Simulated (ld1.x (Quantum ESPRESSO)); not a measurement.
## Ranking TM potentials for beryllium

All share these settings but for the change named:

| Item | Value |
| --- | --- |
| Element | Be (Z = 4) |
| Generator | ld1.x (Quantum ESPRESSO) 7.5 |
| Type | norm-conserving Troullier–Martins (Kleinman–Bylander form) |
| Functional | BP86 |
| Relativity | non-relativistic |
| Frozen core | [He] |
| Valence charge | 2 |
| Reference configuration | 2s1.5 2p0 (charge +0.5) |
| Partial waves | 2p (bound, empty): rc 4.00 bohr; 3d channel at 0.1 Ry: rc 3.85 bohr; 2s (bound): rc 1.30 bohr |
| Local potential | the s channel |
| Core correction | a·sin(br)/r model core, default radius (core density twice the valence density) |

Cutoff: the first of the cutoffs (Ry, on a coarse ladder) from which the occupation-weighted sum of valence levels, in a spherical-Bessel basis at the reference potential, stays within 10 and 1 mRy of its value at 400 Ry; the density cutoff is not measured.

The base gives 15 Ry.

Of 6 variants that were run, those that failed, showed a ghost or another fault, or gave nearly equal values are left out.

A variant can come out equal or close to the base.

**Question.** Rank these variants from softest to hardest (loose cutoff).
A. wave 2s (bound): rc 1.30 bohr becomes 2s (bound): rc 0.98 bohr
B. local potential the d channel
C. wave 3d channel at 0.1 Ry: rc 3.85 bohr becomes 3d channel at 1.13 Ry: rc 3.85 bohr

**Answer.** B (15 Ry), C (18 Ry), A (80 Ry).
